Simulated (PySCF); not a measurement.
Si(CF3)2H2, C₂H₂F₆Si.
Bonds: Si1–C2, Si1–C6, C2–F3, C2–F4, C2–F5, C6–F7, C6–F8, C6–F9. Hydrogens: H10, H11 on Si1.

Method used: TDDFT CAM-B3LYP/def2-SVPD, vertical, gas phase, core orbitals frozen in the response (PySCF). Isolated species at its PBE0-D3(BJ)/def2-SVP geometry, gas phase.

```
state  λ (nm)  E (eV)       f     main configurations (H = HOMO, L = LUMO)
   S1   141.8    8.74  0.0000        H→L+1 (40%), H-1→L (39%), H→L+2 (15%)
   S2   139.5    8.89   0.036                                    H→L (85%)
   S3   135.2    9.17  0.0000                     H-2→L (54%), H→L+3 (40%)
   S4   132.6    9.35   0.060                     H→L+1 (50%), H-1→L (41%)
   S5   132.4    9.36  0.0027       H-1→L+1 (73%), H-1→L+2 (12%), H→L (9%)
   S6   132.3    9.37  0.0011                     H→L+3 (53%), H-2→L (41%)
   S7   130.9    9.47  0.0003  H-1→L+3 (50%), H-2→L+1 (29%), H-2→L+2 (14%)
   S8   124.1    9.99   0.347                      H→L+2 (78%), H-1→L (9%)
   S9   122.3   10.14   0.205                 H-1→L+2 (76%), H-1→L+1 (15%)
  S10   120.8   10.27   0.331                 H-2→L+1 (57%), H-1→L+3 (29%)
```

Triplets (Tamm–Dancoff): T1 8.03 eV, H→L (88%); T2 8.15 eV, H→L+1 (45%), H→L+2 (22%), H-1→L (14%); T3 8.33 eV, H-1→L (72%), H→L+1 (8%); T4 8.53 eV, H-1→L+1 (63%), H-1→L+2 (22%).

The lowest singlet comes at 142 nm (844 kJ/mol) in the vacuum ultraviolet; it is dark (f under 0.0005); its leading configuration is HOMO→LUMO+1 (40%). The strongest level in the table is S8 at 9.99 eV (124 nm, f = 0.347). S5/S6 lie within about 0.01 eV of each other. Löwdin shares by element: HOMO carbon 28%, silicon 19%, fluorine 11% or more (atoms not listed hold the other 42%); LUMO silicon 36%, hydrogen 26%, carbon 8% or more (atoms not listed hold the other 30%). Orbital energies (eV): HOMO-3 -13.83, HOMO-2 -12.56, HOMO-1 -11.90, HOMO -11.49, LUMO 0.61, LUMO+1 0.82, LUMO+2 1.11. Weighted by f, the mean energy of these states is 10.03 eV. The listed states span 1.52 eV, and the widest gap between neighbours is 0.51 eV (S7 to S8). No computed singlet lies in the visible range (380 to 750 nm); the lowest, at 142 nm, stands 5.48 eV above its violet end (3.26 eV). Orbitals of the list HOMO-3 to LUMO+2 that lie within 0.01 eV of each other are written together with a slash and their weights summed (≥ marks a lower bound); for degenerate orbitals outside that list single weights are arbitrary. Only the lowest 10 singlets were computed, as vertical energies without vibronic structure.

The run took 63 s (with the writing of density and orbital grids) on one thread, Arm Neoverse V2 (aarch64), no GPU, on a shared host, and the process peaked at 0.99 GiB of memory.
